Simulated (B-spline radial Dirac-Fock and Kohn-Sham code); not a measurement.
Electron momentum distribution of Sr³⁰⁺: Compton profiles

System: Sr³⁰⁺, [He] 2s2 2p4.

Method: the impulse approximation on relativistic Hartree-Fock (Dirac-Fock) wave functions, averaged over the configuration. Computed with an atomic code on a B-spline grid. pz is in atomic units of momentum; subshell profiles are per electron, for a selection of subshells; open shells are spread over both j values by their weights.

| pz | J total | J 1s1/2 | J 2s1/2 | J 2p1/2 | J 2p3/2 |
| --- | --- | --- | --- | --- | --- |
| 0 | 0.3534 | 0.0220 | 0.0766 | 0.0385 | 0.0394 |
| 0.5 | 0.3525 | 0.0220 | 0.0761 | 0.0385 | 0.0394 |
| 0.6 | 0.3521 | 0.0220 | 0.0759 | 0.0385 | 0.0394 |
| 0.8 | 0.3511 | 0.0220 | 0.0754 | 0.0385 | 0.0394 |
| 1 | 0.3497 | 0.0220 | 0.0748 | 0.0385 | 0.0393 |
| 1.2 | 0.3481 | 0.0220 | 0.0740 | 0.0385 | 0.0393 |
| 1.4 | 0.3463 | 0.0219 | 0.0731 | 0.0385 | 0.0393 |
| 1.6 | 0.3441 | 0.0219 | 0.0721 | 0.0385 | 0.0393 |
| 1.8 | 0.3417 | 0.0219 | 0.0709 | 0.0385 | 0.0393 |
| 2 | 0.3390 | 0.0218 | 0.0697 | 0.0384 | 0.0393 |
| 2.5 | 0.3313 | 0.0217 | 0.0661 | 0.0383 | 0.0392 |
| 3 | 0.3222 | 0.0216 | 0.0620 | 0.0382 | 0.0390 |
| 4 | 0.3007 | 0.0213 | 0.0528 | 0.0376 | 0.0384 |
| 5 | 0.2760 | 0.0209 | 0.0430 | 0.0366 | 0.0372 |
| 7 | 0.2232 | 0.0199 | 0.0254 | 0.0329 | 0.0333 |
| 10 | 0.1524 | 0.0180 | 0.00912 | 0.0246 | 0.0245 |
| 15 | 0.07843 | 0.0143 | 0.00223 | 0.0116 | 0.0112 |
| 20 | 0.04323 | 0.0106 | 0.00197 | 0.00471 | 0.00441 |
| 30 | 0.01585 | 0.00528 | 0.00123 | 0.000772 | 0.000677 |
| 40 | 0.006591 | 0.00249 | 0.000530 | 0.000157 | 0.000129 |
| 60 | 0.001439 | 0.000597 | 0.000102 | 1.27e-05 | 9.12e-06 |
| 100 | 0.0001446 | 6.29e-05 | 8.73e-06 | < 1e-6 | < 1e-6 |

J(0) = 0.3534. The 2s1/2 subshell gives the largest part, 43 %.

Mean momentum ⟨p⟩ by subshell (a.u.): 1s1/2 33.5, 2s1/2 12.1, 2p1/2 16.2, 2p3/2 15.8.
